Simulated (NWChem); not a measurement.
Everything below was run with NWChem. System: Sn, charge 0, spin multiplicity 3. Its SCF solution wasn't tested for a lower state. Level: UHF/def2-TZVPD with def2 effective core potentials on Sn.

The NWChem input:

```
start mol
memory heap 200 mb stack 900 mb global 1100 mb
geometry units angstroms nocenter noautoz
  Sn     0.000000     0.000000     0.000000
  symmetry group D2h
end
basis spherical
  * library def2-tzvpd
end
ecp
  Sn library def2-ecp
end
scf
  uhf
  nopen 2
  maxiter 100
  thresh 1e-7
  semidirect memsize 60000000 filesize 0
  # guess.movecs holds the orbitals of an unrestricted PBE0 run
  vectors input guess.movecs output mol.movecs
end
task scf energy
```

Output (cleaned and shortened):

```
             Northwest Computational Chemistry Package (NWChem) 7.3.0
             --------------------------------------------------------

                                NWChem Input Module
                                -------------------

 Scaling coordinates for geometry "geometry" by  1.889725989
 (inverse scale =  0.529177249)

                             Geometry "geometry" -> ""
                             -------------------------

 Output coordinates in angstroms (scale by  1.889725989 to convert to a.u.)

  No.       Tag          Charge          X              Y              Z
 ---- ---------------- ---------- -------------- -------------- --------------
    1 Sn                  50.0000     0.00000000     0.00000000     0.00000000

 Effective nuclear repulsion energy (a.u.)       0.0000000000

            Nuclear Dipole moment (a.u.)
            ----------------------------
        X                 Y               Z
 ---------------- ---------------- ----------------
     0.0000000000     0.0000000000     0.0000000000

      Symmetry information
      --------------------

 Group name             D2h
 Group number             26
 Group order               8
 No. of unique centers     1

      Symmetry unique atoms

     1


 Summary of "ao basis" -> "" (spherical)
 ------------------------------------------------------------------------------
       Tag                 Description            Shells   Functions and Types
 ---------------- ------------------------------  ------  ---------------------
 *                         def2-tzvpd                 on all atoms

 Summary of "ao basis" -> "ao basis" (spherical)
 ------------------------------------------------------------------------------
       Tag                 Description            Shells   Functions and Types
 ---------------- ------------------------------  ------  ---------------------
 Sn                        def2-tzvpd               18       56   7s5p4d2f

                                 NWChem SCF Module
                                 -----------------

  ao basis        = "ao basis"
  functions       =    56
  atoms           =     1
  alpha electrons =    12
  beta  electrons =    10
  charge          =   0.00
  wavefunction    = UHF
  use symmetry    = T
  symmetry adapt  = T

 Summary of "ao basis" -> "ao basis" (spherical)
 ------------------------------------------------------------------------------
       Tag                 Description            Shells   Functions and Types
 ---------------- ------------------------------  ------  ---------------------
 Sn                        def2-tzvpd               18       56   7s5p4d2f

      Symmetry analysis of basis
      --------------------------

        ag         15
        au          2
        b1g         4
        b1u         9
        b2g         4
        b2u         9
        b3g         4
        b3u         9

 Forming initial guess at       0.1s

   Symmetry analysis of molecular orbitals - initial alpha
   -------------------------------------------------------

  Numbering of irreducible representations:

     1 ag          2 au          3 b1g         4 b1u         5 b2g
     6 b2u         7 b3g         8 b3u

  Orbital symmetries:

     1 ag          2 b3u         3 b1u         4 b2u         5 ag
     6 b2g         7 b1g         8 ag          9 b3g        10 ag
    11 b1u        12 b2u        13 b3u        14 ag         15 ag
    16 b3g        17 b1g        18 b2g        19 ag         20 b1u
    21 b2u        22 b3u

   Symmetry analysis of molecular orbitals - initial beta
   ------------------------------------------------------

  Numbering of irreducible representations:

     1 ag          2 au          3 b1g         4 b1u         5 b2g
     6 b2u         7 b3g         8 b3u

  Orbital symmetries:

     1 ag          2 b3u         3 b1u         4 b2u         5 ag
     6 b2g         7 b1g         8 ag          9 b3g        10 ag
    11 b3u        12 b1u        13 b2u        14 ag         15 ag
    16 b1g        17 b2g        18 ag         19 b3g        20 b3u
    21 b1u        22 b2u

 Starting SCF solution at       0.1s

 ----------------------------------------------
         Quadratically convergent UHF

 Convergence threshold     :          1.000E-07
 Maximum no. of iterations :          100
 Integral*density screening:          1.000E-09
 ----------------------------------------------

              iter       energy          gnorm     gmax       time
             ----- ------------------- --------- --------- --------
                 1     -213.3335780557  2.29D-01  7.00D-02      0.5
                 2     -213.3399388292  1.13D-02  2.87D-03      0.6
                 3     -213.3399621795  2.92D-05  1.17D-05      0.6
                 4     -213.3399621797  9.69D-09  3.92D-09      0.6

       Final UHF  results
       ------------------

         Total SCF energy =   -213.339962179746
      One electron energy =   -376.091415128238
      Two electron energy =    162.751452948492
 Nuclear repulsion energy =      0.000000000000

                       Sz =      1.0000
                 Sz(Sz+1) =      2.0000
                      S^2 =      2.0118

        Time for solution =      0.6s

       Symmetry analysis of molecular orbitals - alpha
       -----------------------------------------------

  Numbering of irreducible representations:

     1 ag          2 au          3 b1g         4 b1u         5 b2g
     6 b2u         7 b3g         8 b3u

  Orbital symmetries:

     1 ag          2 b3u         3 b1u         4 b2u         5 ag
     6 b2g         7 b1g         8 b3g         9 ag         10 ag
    11 b1u        12 b2u        13 b3u        14 ag         15 ag
    16 b3g        17 b2g        18 b1g        19 ag         20 b1u
    21 b2u        22 b3u

       Symmetry analysis of molecular orbitals - beta
       ----------------------------------------------

  Numbering of irreducible representations:

     1 ag          2 au          3 b1g         4 b1u         5 b2g
     6 b2u         7 b3g         8 b3u

  Orbital symmetries:

     1 ag          2 b3u         3 b1u         4 b2u         5 ag
     6 b2g         7 b1g         8 b3g         9 ag         10 ag
    11 b3u        12 b1u        13 b2u        14 ag         15 ag
    16 b2g        17 b1g        18 ag         19 b3g        20 b3u
    21 b1u        22 b2u

          Final alpha eigenvalues
          -----------------------

              1
    1   -5.8596
    2   -4.0481
    3   -4.0443
    4   -4.0443
    5   -1.3153
    6   -1.3124
    7   -1.3124
    8   -1.3040
    9   -1.3040
   10   -0.5739
   11   -0.2669
   12   -0.2669
   13   -0.0159
   14    0.0604
   15    0.1151
   16    0.1151
   17    0.1159
   18    0.1159
   19    0.1166
   20    0.1712
   21    0.1712
   22    0.1858

          Final beta eigenvalues
          ----------------------

              1
    1   -5.8545
    2   -4.0505
    3   -4.0351
    4   -4.0351
    5   -1.3129
    6   -1.3083
    7   -1.3083
    8   -1.2949
    9   -1.2949
   10   -0.4418
   11    0.0056
   12    0.0410
   13    0.0410
   14    0.0707
   15    0.1257
   16    0.1276
   17    0.1276
   18    0.1369
   19    0.1369
   20    0.1944
   21    0.2212
   22    0.2212

                    UHF Final Alpha Molecular Orbital Analysis
                    ------------------------------------------

 Vector   10  Occ=1.000000D+00  E=-5.738717D-01  Symmetry=ag
              MO Center= -8.0D-17, -4.1D-17, -1.2D-15, r^2= 2.0D+00
   Bfn.  Coefficient  Atom+Function         Bfn.  Coefficient  Atom+Function
  ----- ------------  ---------------      ----- ------------  ---------------
     5      0.695569  1 Sn s                  2      0.550336  1 Sn s
     6      0.531464  1 Sn s                  3     -0.423672  1 Sn s
     4     -0.363429  1 Sn s                  1     -0.347326  1 Sn s

 Vector   11  Occ=1.000000D+00  E=-2.668592D-01  Symmetry=b1u
              MO Center=  2.2D-20, -4.5D-21,  5.6D-18, r^2= 3.3D+00
   Bfn.  Coefficient  Atom+Function         Bfn.  Coefficient  Atom+Function
  ----- ------------  ---------------      ----- ------------  ---------------
    19      0.584101  1 Sn pz                13     -0.348438  1 Sn pz
    16      0.289928  1 Sn pz                22      0.290044  1 Sn pz

 Vector   12  Occ=1.000000D+00  E=-2.668592D-01  Symmetry=b2u
              MO Center=  2.1D-17,  4.2D-17, -7.3D-19, r^2= 3.3D+00
   Bfn.  Coefficient  Atom+Function         Bfn.  Coefficient  Atom+Function
  ----- ------------  ---------------      ----- ------------  ---------------
    18      0.584101  1 Sn py                12     -0.348438  1 Sn py
    15      0.289928  1 Sn py                21      0.290044  1 Sn py

 Vector   13  Occ=0.000000D+00  E=-1.593254D-02  Symmetry=b3u
              MO Center=  1.2D-17, -5.1D-18, -2.4D-17, r^2= 4.8D+00
   Bfn.  Coefficient  Atom+Function         Bfn.  Coefficient  Atom+Function
  ----- ------------  ---------------      ----- ------------  ---------------
    20      0.600822  1 Sn px                17      0.335791  1 Sn px
    11     -0.279864  1 Sn px                14      0.229326  1 Sn px

 Vector   14  Occ=0.000000D+00  E= 6.042578D-02  Symmetry=ag
              MO Center= -4.5D-18,  5.9D-18, -2.7D-16, r^2= 1.3D+01
   Bfn.  Coefficient  Atom+Function         Bfn.  Coefficient  Atom+Function
  ----- ------------  ---------------      ----- ------------  ---------------
     7      1.892650  1 Sn s                  6     -1.513027  1 Sn s
     2     -0.191926  1 Sn s                  3      0.175040  1 Sn s

 Vector   15  Occ=0.000000D+00  E= 1.150853D-01  Symmetry=ag
              MO Center=  1.1D-17,  1.3D-17,  1.1D-17, r^2= 1.2D+01
   Bfn.  Coefficient  Atom+Function         Bfn.  Coefficient  Atom+Function
  ----- ------------  ---------------      ----- ------------  ---------------
    40      0.882115  1 Sn d  0              42      0.509289  1 Sn d  2

                     UHF Final Beta Molecular Orbital Analysis
                     -----------------------------------------

 Vector    8  Occ=1.000000D+00  E=-1.294950D+00  Symmetry=b3g
              MO Center=  8.8D-16, -1.9D-15, -4.8D-18, r^2= 3.8D-01
   Bfn.  Coefficient  Atom+Function         Bfn.  Coefficient  Atom+Function
  ----- ------------  ---------------      ----- ------------  ---------------
    24      0.910053  1 Sn d -1              29      0.155712  1 Sn d -1

 Vector    9  Occ=1.000000D+00  E=-1.294950D+00  Symmetry=ag
              MO Center= -7.4D-19,  4.0D-18, -1.1D-18, r^2= 3.8D-01
   Bfn.  Coefficient  Atom+Function         Bfn.  Coefficient  Atom+Function
  ----- ------------  ---------------      ----- ------------  ---------------
    25      0.788129  1 Sn d  0              27      0.455027  1 Sn d  2

 Vector   10  Occ=1.000000D+00  E=-4.417939D-01  Symmetry=ag
              MO Center= -7.4D-15,  2.7D-18,  1.7D-16, r^2= 1.9D+00
   Bfn.  Coefficient  Atom+Function         Bfn.  Coefficient  Atom+Function
  ----- ------------  ---------------      ----- ------------  ---------------
     5      0.749013  1 Sn s                  2      0.580741  1 Sn s
     6      0.469539  1 Sn s                  3     -0.462280  1 Sn s
     1     -0.366552  1 Sn s                  4     -0.348425  1 Sn s

 Vector   11  Occ=0.000000D+00  E= 5.639730D-03  Symmetry=b3u
              MO Center=  6.9D-15,  6.1D-21,  3.0D-18, r^2= 5.2D+00
   Bfn.  Coefficient  Atom+Function         Bfn.  Coefficient  Atom+Function
  ----- ------------  ---------------      ----- ------------  ---------------
    20      0.672340  1 Sn px                11     -0.269548  1 Sn px
    17      0.256819  1 Sn px                14      0.237306  1 Sn px

 Vector   12  Occ=0.000000D+00  E= 4.101672D-02  Symmetry=b1u
              MO Center=  1.6D-18, -2.9D-18, -1.6D-16, r^2= 5.9D+00
   Bfn.  Coefficient  Atom+Function         Bfn.  Coefficient  Atom+Function
  ----- ------------  ---------------      ----- ------------  ---------------
    22      0.803532  1 Sn pz                13     -0.246325  1 Sn pz
    16      0.242607  1 Sn pz

 Vector   13  Occ=0.000000D+00  E= 4.101672D-02  Symmetry=b2u
              MO Center= -1.5D-18, -7.2D-18,  2.9D-18, r^2= 5.9D+00
   Bfn.  Coefficient  Atom+Function         Bfn.  Coefficient  Atom+Function
  ----- ------------  ---------------      ----- ------------  ---------------
    21      0.803532  1 Sn py                12     -0.246325  1 Sn py
    15      0.242607  1 Sn py

 center of mass
 --------------
 x =   0.00000000 y =   0.00000000 z =   0.00000000

 moments of inertia (a.u.)
 ------------------
           0.000000000000           0.000000000000           0.000000000000
           0.000000000000           0.000000000000           0.000000000000
           0.000000000000           0.000000000000           0.000000000000

  Mulliken analysis of the total density
  --------------------------------------

    Atom       Charge   Shell Charges
 -----------   ------   -------------------------------------------------------
    1 Sn  22    22.00   0.29 -0.78  1.54  0.94  1.10  0.89  0.01 -0.40  6.36  0.45  1.12  0.48  8.94  1.03  0.03 -0.00  0.00  0.00

  Mulliken analysis of the alpha density
  --------------------------------------

    Atom       Charge   Shell Charges
 -----------   ------   -------------------------------------------------------
    1 Sn  22    12.00   0.14 -0.39  0.77  0.47  0.53  0.47  0.00 -0.20  3.19  0.42  1.12  0.48  4.45  0.53  0.02 -0.00  0.00  0.00

   Mulliken analysis of the beta density
   -------------------------------------

    Atom       Charge   Shell Charges
 -----------   ------   -------------------------------------------------------
    1 Sn  22    10.00   0.14 -0.39  0.77  0.47  0.57  0.41  0.01 -0.19  3.17  0.03 -0.00  0.00  4.50  0.50  0.01 -0.00  0.00  0.00

   Mulliken analysis of the spin density
   -------------------------------------

    Atom       Charge   Shell Charges
 -----------   ------   -------------------------------------------------------
    1 Sn  22     2.00  -0.00  0.00 -0.00 -0.00 -0.04  0.06 -0.01 -0.01  0.02  0.40  1.12  0.48 -0.05  0.04  0.01 -0.00  0.00 -0.00

       Multipole analysis of the density wrt the origin
       ------------------------------------------------

     L   x y z        total         alpha         beta         nuclear
     -   - - -        -----         -----         ----         -------
     0   0 0 0      0.000000    -12.000000    -10.000000     22.000000

     1   1 0 0      0.000000      0.000000      0.000000      0.000000
     1   0 1 0      0.000000      0.000000      0.000000      0.000000
     1   0 0 1      0.000000      0.000000     -0.000000      0.000000

     2   2 0 0    -16.387606    -10.381615     -6.005991      0.000000
     2   1 1 0      0.000000      0.000000      0.000000      0.000000
     2   1 0 1      0.000000      0.000000      0.000000      0.000000
     2   0 2 0    -21.248751    -15.604575     -5.644175      0.000000
     2   0 1 1      0.000000      0.000000      0.000000      0.000000
     2   0 0 2    -21.248751    -15.604575     -5.644175      0.000000

 Task  times  cpu:        0.7s     wall:        0.7s

 Total times  cpu:        0.7s     wall:        0.7s
```
